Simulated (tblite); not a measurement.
Start geometry of `[CH2][Si@H](N[SiH3])C(F)(F)F` [radical] from a force field or distance geometry (Å):
```
atom  x, y, z in Å
C1    -1.278   -1.775    0.417
Si2   -0.580   -0.222   -0.388
N3     0.775    0.362    0.631
Si4    2.345    0.326   -0.182
C5    -1.927    1.068   -0.224
F6    -2.137    1.239    1.131
F7    -3.084    0.691   -0.860
F8    -1.403    2.254   -0.704
H9    -0.983   -1.720    1.494
H10   -0.809   -2.669   -0.045
H11   -0.206   -0.448   -1.779
H12    0.735   -0.089    1.558
H13    3.311    0.920    0.779
H14    2.418    1.108   -1.405
H15    2.819   -1.038   -0.444
```

Question: What comes out of this run: tblite 0.8.0, GFN2-xTB geometry optimisation, gas phase?

Answer: 
```
atom  x, y, z in Å
C1    -0.8897   -1.8287    0.3347
Si2   -0.5251   -0.2144   -0.4711
N3     0.8853    0.5627    0.1306
Si4    2.5531    0.1151   -0.0995
C5    -1.9736    0.9698    0.0725
F6    -2.0250    1.1840    1.4040
F7    -3.1822    0.4829   -0.2721
F8    -1.8935    2.1948   -0.4896
H9    -1.8843   -2.2346    0.4067
H10   -0.1157   -2.4380    0.7671
H11   -0.6005   -0.2059   -1.9366
H12    0.7462    1.4473    0.5941
H13    3.2552    0.4824    1.1288
H14    3.1124    0.8167   -1.2576
H15    2.5332   -1.3262   -0.3338
```

The energy falls by 108.4 kJ/mol over 138 L-BFGS steps, the largest force on an atom goes from 2.32 to 0.010 eV/Å, and the atoms move by 0.796 Å rms after alignment. The bond that changes most is Si2–C5 (ends: silicon bonded to 2 C, N and H; carbon bonded to 3 F and Si), which lengthens by 0.076 Å. Bonds longer at the end by more than 0.005 Å: 3 of 14; shorter: 11. Among the angles that change most is Si2–C1–H9, from 105.8° to 122.9°. Among the dihedrals that turn most is H9–C1–Si2–H11, from 148° to -74°. Rotational constants go from 2218, 857.5, 740.6 to 2442, 774.3, 680.3 MHz. The orientation of the end geometry is arbitrary; only internal coordinates are fixed.

Its lowest GFN2-xTB frequency is 2 cm⁻¹, too small to tell a flat minimum from a shallow saddle. 3 starts were optimised and ended at 0.00, 0.14 and 0.42 kcal/mol (GFN2-xTB); the lowest of these is shown.

One conformer stands for the species.

The numbers are calculated, not measured.
